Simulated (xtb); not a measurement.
Input for xtb: GFN2-xTB on HISe (SMILES [SeH]I), a point of a bond scan (R = 3.815 Å).

```
$ xtb mol.xyz --gfn 2 --sp --chrg 0 --uhf 0
3

Se    -0.90439192    -0.74056665     0.98809339
H     -1.84024043    -1.18560364    -0.05946084
I      1.37454215     1.11645890    -1.44317069
```

It printed:

```
[...]
           -------------------------------------------------
          |                Calculation Setup                |
           -------------------------------------------------



molecular fragmentation (1/2 indicates fragments):
112
# atoms in fragment 1/2:     2     1
 fragment masses (1/2) :       79.97      126.90
CMA distance (Bohr)    :   7.212
constraining FC (au)   :  0.0500

           -------------------------------------------------
          |                 G F N 2 - x T B                 |
           -------------------------------------------------

        Reference                      10.1021/acs.jctc.8b01176
      * Hamiltonian:
        H0-scaling (s, p, d)           1.850000    2.230000    2.230000
        zeta-weighting                 0.500000
      * Dispersion:
        s8                             2.700000
        a1                             0.520000
        a2                             5.000000
        s9                             5.000000
      * Repulsion:
        kExp                           1.500000    1.000000
        rExp                           1.000000
      * Coulomb:
        alpha                          2.000000
        third order                    shell-resolved
        anisotropic                    true
        a3                             3.000000
        a5                             4.000000
        cn-shift                       1.200000
        cn-exp                         4.000000
        max-rad                        5.000000


          ...................................................
          :                      SETUP                      :
          :.................................................:
          :  # basis functions                  21          :
          :  # atomic orbitals                  19          :
          :  # shells                            7          :
          :  # electrons                        14          :
          :  max. iterations                   250          :
          :  Hamiltonian                  GFN2-xTB          :
          :  restarted?                      false          :
          :  GBSA solvation                  false          :
          :  PC potential                    false          :
          :  electronic temp.          300.0000000     K    :
          :  accuracy                    1.0000000          :
          :  -> integral cutoff          0.2500000E+02      :
          :  -> integral neglect         0.1000000E-07      :
          :  -> SCF convergence          0.1000000E-05 Eh   :
          :  -> wf. convergence          0.1000000E-03 e    :
          :  Broyden damping             0.4000000          :
          :  net charge                          0          :
          :  unpaired electrons                  0          :
          ...................................................

 iter      E             dE          RMSdq      gap      omega  full diag
   1     -7.2264936 -0.722649E+01  0.126E+01    0.03       0.0  T
   2     -7.2973033 -0.708097E-01  0.137E+01    0.01       1.0  T
   3     -7.3182254 -0.209221E-01  0.130E+01    0.06       1.0  T
   4     -7.3225823 -0.435682E-02  0.119E+01    0.05       1.0  T
   5     -7.1803530  0.142229E+00  0.169E+01    0.00       1.0  T
   6     -7.2498079 -0.694548E-01  0.108E+01    0.03       1.0  T
   7     -7.3350008 -0.851930E-01  0.111E+01    0.07       1.0  T
   8     -7.4438819 -0.108881E+00  0.931E+00    0.16       1.0  T
   9     -7.4465393 -0.265738E-02  0.883E+00    0.16       1.0  T
  10     -7.2071458  0.239393E+00  0.126E+01    0.01       1.0  T
  11     -7.2980290 -0.908832E-01  0.103E+01    0.05       1.0  T
  12     -7.3056568 -0.762784E-02  0.989E+00    0.05       1.0  T
  13     -7.2917146  0.139422E-01  0.996E+00    0.04       1.0  T
  14     -7.3189519 -0.272373E-01  0.922E+00    0.04       1.0  T
  15     -7.3228041 -0.385221E-02  0.886E+00    0.04       1.0  T
  16     -7.4408315 -0.118027E+00  0.554E+00    0.05       1.0  T
  17     -7.4366197  0.421182E-02  0.398E+00    0.07       1.0  T
  18     -7.4480109 -0.113913E-01  0.320E+00    0.06       1.0  T
  19     -7.4383621  0.964886E-02  0.260E+00    0.07       1.0  T
  20     -7.4461198 -0.775771E-02  0.155E+00    0.07       1.0  T
  21     -7.4377862  0.833361E-02  0.238E+00    0.07       1.0  T
  22     -7.4456763 -0.789008E-02  0.118E+00    0.07       1.0  T
  23     -7.4467457 -0.106948E-02  0.101E+00    0.07       1.0  T
  24     -7.4482844 -0.153867E-02  0.495E-01    0.07       1.0  T
  25     -7.4483188 -0.343795E-04  0.419E-01    0.07       1.0  T
  26     -7.4481741  0.144705E-03  0.431E-01    0.07       1.0  T
  27     -7.4482711 -0.970141E-04  0.292E-01    0.07       1.0  T
  28     -7.4481999  0.711910E-04  0.304E-01    0.07       1.0  T
  29     -7.4483187 -0.118766E-03  0.144E-01    0.07       1.0  T
  30     -7.4483101  0.857327E-05  0.110E-01    0.07       1.0  T
  31     -7.4483142 -0.414270E-05  0.118E-01    0.07       1.0  T
  32     -7.4483229 -0.861596E-05  0.363E-02    0.07       1.6  T
  33     -7.4483211  0.178783E-05  0.418E-02    0.07       1.4  T
  34     -7.4483231 -0.202691E-05  0.220E-02    0.07       2.6  T
  35     -7.4483233 -0.193695E-06  0.914E-03    0.07       6.3  T
  36     -7.4483232  0.113462E-06  0.947E-03    0.07       6.1  T
  37     -7.4483233 -0.131461E-06  0.228E-03    0.07      25.3  T
  38     -7.4483233 -0.789385E-08  0.121E-03    0.07      47.7  T
  39     -7.4483233 -0.438821E-09  0.698E-04    0.07      82.7  T
  40     -7.4483233 -0.615607E-09  0.170E-04    0.07     340.2  T

   *** convergence criteria satisfied after 40 iterations ***

         #    Occupation            Energy/Eh            Energy/eV
      -------------------------------------------------------------
         1        2.0000           -0.7726961             -21.0261
         2        2.0000           -0.7348990             -19.9976
         3        2.0000           -0.5000608             -13.6073
         4        2.0000           -0.4274361             -11.6311
         5        1.9693           -0.4133497             -11.2478
         6        1.9051           -0.4122450             -11.2178
         7        1.6534           -0.4108793             -11.1806 (HOMO)
         8        0.4721           -0.4082792             -11.1098 (LUMO)
         9                         -0.2118948              -5.7660
        10                         -0.0349066              -0.9499
        11                         -0.0275301              -0.7491
        12                         -0.0229782              -0.6253
       ...                                ...                  ...
        19                          0.6200251              16.8717
      -------------------------------------------------------------
                  HL-Gap            0.0026001 Eh            0.0708 eV
             Fermi-level           -0.4093950 Eh          -11.1402 eV

 SCC (total)                   0 d,  0 h,  0 min,  0.004 sec
 SCC setup                      ...        0 min,  0.000 sec (  1.618%)
 Dispersion                     ...        0 min,  0.000 sec (  0.589%)
 classical contributions        ...        0 min,  0.000 sec (  0.273%)
 integral evaluation            ...        0 min,  0.000 sec (  8.296%)
 iterations                     ...        0 min,  0.003 sec ( 78.267%)
 molecular gradient             ...        0 min,  0.000 sec (  9.189%)
 printout                       ...        0 min,  0.000 sec (  1.621%)

         :::::::::::::::::::::::::::::::::::::::::::::::::::::
         ::                     SUMMARY                     ::
         :::::::::::::::::::::::::::::::::::::::::::::::::::::
         :: total energy              -7.443233544399 Eh    ::
         :: gradient norm              0.021143696421 Eh/a0 ::
         :: HOMO-LUMO gap              0.070751181300 eV    ::
         ::.................................................::
         :: SCC energy                -7.448323237285 Eh    ::
         :: -> isotropic ES            0.005205668062 Eh    ::
         :: -> anisotropic ES          0.000030359068 Eh    ::
         :: -> anisotropic XC          0.001551860416 Eh    ::
         :: -> dispersion             -0.001330687781 Eh    ::
         :: repulsion energy           0.005089692886 Eh    ::
         :: add. restraining           0.000000000000 Eh    ::
         :: total charge               0.000000000000 e     ::
         :::::::::::::::::::::::::::::::::::::::::::::::::::::

           -------------------------------------------------
          |                Property Printout                |
           -------------------------------------------------

    * Orbital Energies and Occupations

         #    Occupation            Energy/Eh            Energy/eV
      -------------------------------------------------------------
         1        2.0000           -0.7726961             -21.0261
         2        2.0000           -0.7348990             -19.9976
         3        2.0000           -0.5000608             -13.6073
         4        2.0000           -0.4274361             -11.6311
         5        1.9693           -0.4133497             -11.2478
         6        1.9051           -0.4122450             -11.2178
         7        1.6534           -0.4108793             -11.1806 (HOMO)
         8        0.4721           -0.4082792             -11.1098 (LUMO)
         9                         -0.2118948              -5.7660
        10                         -0.0349066              -0.9499
        11                         -0.0275301              -0.7491
        12                         -0.0229782              -0.6253
        13                          0.0008333               0.0227
        14                          0.0322345               0.8771
        15                          0.0325070               0.8846
        16                          0.0371257               1.0102
        17                          0.0371747               1.0116
        18                          0.0483398               1.3154
        19                          0.6200251              16.8717
      -------------------------------------------------------------
                  HL-Gap            0.0026001 Eh            0.0708 eV
             Fermi-level           -0.4093950 Eh          -11.1402 eV

     #   Z          covCN         q      C6AA      α(0)
     1  34 Se       0.947    -0.013   227.143    26.412
     2   1 H        0.922     0.147     1.412     1.859
     3  53 I        0.026    -0.134   363.269    32.971

 Mol. C6AA /au·bohr⁶  :       1246.805657
 Mol. C8AA /au·bohr⁸  :      98512.150445
 Mol. α(0) /au        :         61.242196


Wiberg/Mayer (AO) data.
largest (>0.10) Wiberg bond orders for each atom

 ---------------------------------------------------------------------------
     #   Z sym  total        # sym  WBO       # sym  WBO       # sym  WBO
 ---------------------------------------------------------------------------
     1  34 Se   1.581 --     2 H    0.978     3 I    0.603
     2   1 H    0.978 --     1 Se   0.978
     3  53 I    0.604 --     1 Se   0.603
 ---------------------------------------------------------------------------

Topologies differ in total number of bonds
Writing topology from bond orders to xtbtopo.mol

molecular dipole:
                 x           y           z       tot (Debye)
 q only:       -0.835      -0.592       0.323
   full:       -0.816      -0.577       0.305       2.657
molecular quadrupole (traceless):
                xx          xy          yy          xz          yz          zz
 q only:        1.298       0.572       0.218       1.570       1.261      -1.516
  q+dip:        1.647       1.634      -0.131       0.918       0.662      -1.516
   full:        1.679       2.411      -0.579       0.397       0.098      -1.100


           -------------------------------------------------
Note: The following floating-point exceptions are signalling: IEEE_DENORMAL
normal termination of xtb
          | TOTAL ENERGY               -7.443233544399 Eh   |
          | GRADIENT NORM               0.021143696421 Eh/α |
          | HOMO-LUMO GAP               0.070751181300 eV   |
           -------------------------------------------------

------------------------------------------------------------------------
------------------------------------------------------------------------
 total:
 SCF:
```

The run finished.

Cost: about 0.020 core-seconds (a rough figure).
